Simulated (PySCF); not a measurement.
Rigid-rotor lines calculated for a species of formula C6H10BNSi (commonest isotopes; PBE0-D3(BJ)/def2-SVP geometry optimisation, gas phase in PySCF 2.14.0), labelled J(Ka,Kc):

| transition | MHz |
| --- | --- |
| 2(0,2) ← 1(0,1) | 2772.8 |
| 2(1,2) ← 1(1,1) | 2631.1 |
| 2(1,1) ← 1(1,0) | 2928.3 |
| 1(1,1) ← 0(0,0) | 3718.4 |
| 1(0,1) ← 0(0,0) | 1389.9 |

**Question.** Find the rotational constants.

**Answer.** 1(0,1) ← 0(0,0) is B + C, 2(1,1) ← 1(1,0) is 3B + C and 2(1,2) ← 1(1,1) is B + 3C, so B − C is half the difference of the last two, 148.6 MHz. 1(1,1) ← 0(0,0) is A + C. A = 3097.7, B = 769.2, C = 620.6 MHz.

**Question.** What moments of inertia, asymmetry and inertial defect follow?

**Answer.** I = 505379 MHz·u·Å² over each constant: Ia = 163.15, Ib = 657.01, Ic = 814.28 u·Å²; κ = (2B − A − C)/(A − C) = -0.880 (asymmetric top); Δ = Ic − Ia − Ib = -5.88 u·Å².

**Question.** Which dipole components do these lines need?

**Answer.** μa and μb (a-type: ΔKa even, ΔKc odd; b-type: both odd). The calculation gives |μa| = 0.82 D, |μb| = 0.59 D, |μc| = 0.00 D.

**Question.** Predict further lines from these constants: 3(3,0) ← 3(2,1); 3(2,1) ← 2(2,0); 2(2,1) ← 2(1,2); 3(2,2) ← 2(2,1); 3(1,2) ← 3(1,3); 2(2,0) ← 2(1,1); 3(3,0) ← 2(2,1); 2(1,2) ← 1(0,1); 3(1,2) ← 3(0,3); 3(0,3) ← 2(1,2); 3(3,1) ← 2(2,0); 3(1,2) ← 2(1,1); 3(0,3) ← 2(0,2); 3(3,1) ← 3(2,2).

**Answer.** 
```json
{"transition": "3(1,2) ← 3(1,3)", "MHz": "891", "type": "a", "branch": "Q"}
{"transition": "3(0,3) ← 2(1,2)", "MHz": "1955", "type": "b", "branch": "R"}
{"transition": "3(1,2) ← 3(0,3)", "MHz": "2878", "type": "b", "branch": "Q"}
{"transition": "3(0,3) ← 2(0,2)", "MHz": "4142", "type": "a", "branch": "R"}
{"transition": "3(2,2) ← 2(2,1)", "MHz": "4170", "type": "a", "branch": "R"}
{"transition": "3(2,1) ← 2(2,0)", "MHz": "4197", "type": "a", "branch": "R"}
{"transition": "3(1,2) ← 2(1,1)", "MHz": "4388", "type": "a", "branch": "R"}
{"transition": "2(1,2) ← 1(0,1)", "MHz": "4960", "type": "b", "branch": "R"}
{"transition": "2(2,0) ← 2(1,1)", "MHz": "6992", "type": "b", "branch": "Q"}
{"transition": "2(2,1) ← 2(1,2)", "MHz": "7431", "type": "b", "branch": "Q"}
{"transition": "3(3,0) ← 3(2,1)", "MHz": "11984", "type": "b", "branch": "Q"}
{"transition": "3(3,1) ← 3(2,2)", "MHz": "12018", "type": "b", "branch": "Q"}
{"transition": "3(3,1) ← 2(2,0)", "MHz": "16181", "type": "b", "branch": "R"}
{"transition": "3(3,0) ← 2(2,1)", "MHz": "16188", "type": "b", "branch": "R"}
```

**Question.** Which structure gave them?

**Answer.** `[SiH3]NB1C=CC=CC=C1`, point group Cs. Three constants can't fix a structure by themselves; this is the one that was computed:
```
atom  x, y, z in Å
Si1    3.000   -0.381   -0.282
N2     1.604    0.170    0.614
B3     0.218   -0.007    0.297
C4    -0.834    0.598    1.254
C5    -2.194    0.577    1.164
C6    -3.029   -0.019    0.164
C7    -2.694   -0.721   -0.959
C8    -1.404   -1.072   -1.476
C9    -0.165   -0.791   -0.980
H10    3.031   -1.871   -0.418
H11    4.210    0.062    0.474
H12    3.051    0.195   -1.661
H13    1.808    0.693    1.459
H14   -0.453    1.132    2.138
H15   -2.757    1.080    1.960
H16   -4.103    0.111    0.332
H17   -3.537   -1.074   -1.563
H18   -1.450   -1.648   -2.409
H19    0.652   -1.192   -1.597
```

The values belong to one conformer (point group Cs) with, in the numbering `[SiH3:1][NH:2][B:3]1[CH:4]=[CH:5][CH:6]=[CH:7][CH:8]=[CH:9]1`, Si1–N2–B3–C4 -179°. No PBE0-D3(BJ)/def2-SVP frequencies stand behind this structure, so it isn't proved a minimum. Constants of a rigid frame at the computed geometry: no zero-point averaging, no centrifugal distortion. A rigid rotor knows nothing of internal rotation, which can split or shift real lines. Quadrupole hyperfine structure (11B, 14N) is left out.
